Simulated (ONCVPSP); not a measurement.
Si: excitation energies, all-electron against ONCV

ONCVPSP 4.0.1 input, shortened (lines: element, Z, core and valence counts, functional; n l f; lmax; l rc ep ncon nbas qcut; lloc lpopt rc5 dvloc0; l nproj debl; icmod fcfact rcfact), PBE, non-relativistic:

```
  Si 14.00    1    4        4      upf
    1    0    2.00
    2    0    2.00
    2    1    6.00
    3    0    1.50
    3    1    2.50
    1
    0    0.80    0.00    4    9   13.10
    1    1.00    0.00    4    8   16.20
    4    5    0.80    0.00
    0    2    3.50
    1    2    2.10
    0    0.00    0.00
```

Energies are relative to the spin-unpolarised reference configuration 2s2 2p6 3s1.5 3p2.5; without spin polarisation the order of configurations can differ from experiment.

| valence configuration | charge | ΔE all-electron (eV) | error AE − PS (meV) |
| --- | --- | --- | --- |
| 2s2 2p6 3s2 3p2 | 0 | -3.360 | +0.1 |
| 2s2 2p6 3s2 3p1 | +1 | 4.391 | +0.8 |

(1) What are ΔE and the potential's error for 2s1 2p6 3s2 3p2?

(2) What are ΔE and the potential's error for 2s2 2p6 3s2 3p0?

Levels in the configuration 2s2 2p6 3s2 3p1:

```json
{"level": "2s", "all-electron (eV)": "-148.345", "pseudo (eV)": "-148.332"}
{"level": "2p", "all-electron (eV)": "-105.109", "pseudo (eV)": "-105.070"}
{"level": "3s", "all-electron (eV)": "-18.985", "pseudo (eV)": "-18.985"}
{"level": "3p", "all-electron (eV)": "-11.667", "pseudo (eV)": "-11.666"}
```

Answers

(1) ΔE = 148.998 eV all-electron; the error (AE − PS) is -265 meV.

(2) ΔE = 20.396 eV all-electron; the error (AE − PS) is +3.8 meV.
